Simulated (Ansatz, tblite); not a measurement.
Cost and result up the ladder for In₃O₈H₇, a hydroxylated oxide cluster (18 atoms). Charge 0, multiplicity 1. Geometry: PBE-D4/def2-SVP.

```tsv
atom	x (Å)	y (Å)	z (Å)
In1	-1.460	-0.429	0.774
In2	1.650	0.350	1.242
In3	-0.045	0.852	-1.506
O4	0.164	1.553	-3.384
O5	3.176	0.702	2.506
O6	2.074	0.143	-0.871
O7	-2.208	0.764	-0.991
O8	-0.329	-1.315	-0.924
O9	-0.105	1.280	0.598
O10	-3.032	-1.092	1.859
O11	0.305	-1.189	1.932
H12	1.114	1.492	-3.609
H13	3.952	0.964	1.972
H14	1.958	-0.812	-1.072
H15	-2.745	0.267	-1.640
H16	-0.925	-1.804	-1.525
H17	-3.754	-0.444	1.738
H18	0.209	-1.281	2.900
```

Ansatz on 4 threads of Arm Neoverse V2 on a shared host; xTB runs through tblite on one thread. Times are rough, summed over both states, and most runs start from the orbitals of an earlier one. PBE0-D4/def2-SVP serves as the yardstick here, not as an exact answer. The other state is a doublet.

In the def2 sets In takes a core potential; there is no spin–orbit coupling. The xTB rows come from tblite. HOMO above LUMO, or a gap near zero within one spin, warns that the state may not be the lowest or that an electron is smeared out.

Raw xTB energies of ions are shifted by several eV.

```csv
level,functions,wall time,vertical IE (eV),difference from PBE0-D4/def2-SVP (eV),remarks
GFN2-xTB,66,0.038 s,14.72,4.97,–
GFN1-xTB,73,0.039 s,13.73,3.98,–
PBE-D4/def2-SVP,225,17 s,8.71,-1.04,gap within one spin near zero (+1 doublet)
PBE0-D4/def2-SVP,225,38 s,9.75,0.00,–
```
